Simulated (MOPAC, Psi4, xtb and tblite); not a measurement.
Conformational energy of C5H14SSi, SMILES [SiH2](S)CC(C)(C)C. Scanned: dihedral C2–C5–Si6–S7; all other coordinates were relaxed at GFN2-xTB. Points at φ and −φ are mirror images. Heavy atoms are numbered in the order of the SMILES CC(C)(C)C[SiH2]S, hydrogens after them in the order of the atoms that carry them; the mirror image has the same energies with the sign of each dihedral reversed.

- GFN2-xTB (xtb and tblite)
- PBE/def2-SVP // GFN2-xTB (Psi4)
- PM7, restricted, heats of formation // GFN2-xTB (MOPAC)

Energies in kcal/mol, each method relative to its own lowest point.

```json
[
 {"φ / °": "-160", "GFN2-xTB": "0.1", "PBE/def2-SVP": "0.1", "PM7": "0.4"},
 {"φ / °": "-140", "GFN2-xTB": "0.6", "PBE/def2-SVP": "0.5", "PM7": "0.8"},
 {"φ / °": "-120", "GFN2-xTB": "1.0", "PBE/def2-SVP": "0.8", "PM7": "0.8"},
 {"φ / °": "-100", "GFN2-xTB": "0.9", "PBE/def2-SVP": "0.4", "PM7": "0.4"},
 {"φ / °": "-80", "GFN2-xTB": "0.9", "PBE/def2-SVP": "0.1", "PM7": "0.0"},
 {"φ / °": "-60", "GFN2-xTB": "1.0", "PBE/def2-SVP": "0.0", "PM7": "0.7"},
 {"φ / °": "-40", "GFN2-xTB": "1.1", "PBE/def2-SVP": "0.5", "PM7": "1.8"},
 {"φ / °": "-20", "GFN2-xTB": "1.8", "PBE/def2-SVP": "1.7", "PM7": "2.6"},
 {"φ / °": "0", "GFN2-xTB": "2.2", "PBE/def2-SVP": "2.3", "PM7": "2.9"},
 {"φ / °": "20", "GFN2-xTB": "1.8", "PBE/def2-SVP": "1.7", "PM7": "2.6"},
 {"φ / °": "40", "GFN2-xTB": "1.1", "PBE/def2-SVP": "0.5", "PM7": "1.8"},
 {"φ / °": "60", "GFN2-xTB": "1.0", "PBE/def2-SVP": "0.0", "PM7": "0.7"},
 {"φ / °": "80", "GFN2-xTB": "0.9", "PBE/def2-SVP": "0.1", "PM7": "0.0"},
 {"φ / °": "100", "GFN2-xTB": "0.9", "PBE/def2-SVP": "0.4", "PM7": "0.4"},
 {"φ / °": "120", "GFN2-xTB": "1.0", "PBE/def2-SVP": "0.8", "PM7": "0.8"},
 {"φ / °": "140", "GFN2-xTB": "0.6", "PBE/def2-SVP": "0.5", "PM7": "0.8"},
 {"φ / °": "160", "GFN2-xTB": "0.1", "PBE/def2-SVP": "0.1", "PM7": "0.4"},
 {"φ / °": "180", "GFN2-xTB": "0.0", "PBE/def2-SVP": "0.0", "PM7": "0.0"}
]
```
